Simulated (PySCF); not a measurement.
**A ladder of Hamiltonians for Rh⁴³⁺ (rhodium, charge +43)**

Occupied: 1s1/2. Hartree-Fock calculated with PySCF 2.14 in an uncontracted even-tempered set (16 s from 7.1 bohr⁻², ratio 2.7; 12 p from 8.5 bohr⁻², ratio 2.7), Gaussian nucleus throughout. NR is non-relativistic, sf-X2C the spin-free one-electron X2C Hamiltonian, X2C adds the bare one-electron spin-orbit term, X2C-SNSO screens it by Boettger's factors, DC is four-component Dirac-Coulomb, and the Gaunt and Breit terms are added at first order (total energies over the DC spinors, levels after relaxing the spinors in that mean field). QED terms are absent. Levels marked empty are virtual spinors of this ion.

```csv
Hamiltonian,E (hartree)
NR,-1996.9349
sf-X2C,-2052.8587
X2C,-2052.8587
X2C-SNSO,-2052.8587
DC,-2053.4593
DC+Gaunt,-2052.2315
DC+Breit,-2052.2315
```

| level (eV) | NR | sf-X2C | X2C | X2C-SNSO | DC | DC+Gaunt | DC+Breit |
| --- | --- | --- | --- | --- | --- | --- | --- |
| 1s1/2 | -26790.1 | -27526.9 | -27526.9 | -27526.9 | -27543.1 | -27510.1 | -27510.1 |
| 2s1/2 (empty) | -6406.8 | -6627.5 | -6627.5 | -6627.5 | -6629.1 | -6625.5 | -6625.9 |
| 2p1/2 (empty) | -6323.6 | -6415.8 | -6538.7 | -6535.8 | -6534.7 | -6527.2 | -6528.4 |
| 2p3/2 (empty) | -6323.6 | -6415.8 | -6359.5 | -6360.8 | -6362.0 | -6358.1 | -6359.3 |
| 3s1/2 (empty) | -2819.7 | -2897.6 | -2897.6 | -2897.6 | -2898.1 | -2897.0 | -2897.2 |

Q: How large are the two-electron picture-change error of X2C and the Breit correction in the total energy?

A: X2C-1e lies 0.6006 hartree above Dirac-Coulomb; Gaunt adds 1.2279 and the full Breit term 1.2279 hartree.

```json
{"interval (eV)": "2p3/2 − 2p1/2", "X2C": "179.1", "X2C-SNSO": "175.0", "DC": "172.7", "DC+Gaunt": "169.1", "DC+Breit": "169.1"}
```

Weight of the small component: 1s1/2 0.0273, 2s1/2 0.00652, 2p1/2 0.00647, 2p3/2 0.00629, 3s1/2 0.00287.

Koopmans' value for the highest occupied level at DC+Breit: 27510.1 eV, against an ionisation energy of 27487.0 eV (theoretical estimate listed by NIST; NIST Atomic Spectra Database, ionization energies); the former lacks relaxation, correlation, QED and recoil.

The whole ladder took 34 s of wall time on 1 thread of Neoverse-V1 (shared host), launched as `OMP_NUM_THREADS=1 python relrun2.py TASK.json OUT` (a driver that calls PySCF for each Hamiltonian).
